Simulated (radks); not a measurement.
Isoelectronic series with 15 electrons, all held in the configuration [Ne] 3s2 3p3, which need not be the ground one along the series. Method: Dirac Kohn-Sham, LDA (Slater exchange, Perdew-Wang correlation), spin-unpolarised, spherical densities, point nucleus; open shells fill j = l - 1/2 first; computed with a radial shooting solver on a logarithmic mesh with Libxc functionals. Total energies (hartree) and mean radii <r> (bohr):

| ion | E (hartree) | 3p3/2 | 3p1/2 |
|---|---|---|---|
| P | -340.79118 | 2.377 | 2.367 |
| Ar3+ | -524.60334 | 1.397 | 1.391 |
| Sc6+ | -750.37733 | 1.022 | 1.017 |
| Cr9+ | -1018.31067 | 0.8120 | 0.8069 |
| Co12+ | -1328.73633 | 0.6753 | 0.6700 |
| Zn15+ | -1682.07207 | 0.5786 | 0.5731 |
| As18+ | -2078.81056 | 0.5064 | 0.5006 |
| Kr21+ | -2519.51877 | 0.4503 | 0.4442 |
| Mo27+ | -3535.50246 | 0.3686 | 0.3617 |
| Rh30+ | -4112.31744 | 0.3378 | 0.3306 |
| Cd33+ | -4736.19459 | 0.3118 | 0.3042 |
| Sb36+ | -5408.14664 | 0.2894 | 0.2814 |
| Xe39+ | -6129.30059 | 0.2699 | 0.2615 |
| La42+ | -6900.9098 | 0.2528 | 0.2440 |
| Nd45+ | -7724.3683 | 0.2377 | 0.2284 |
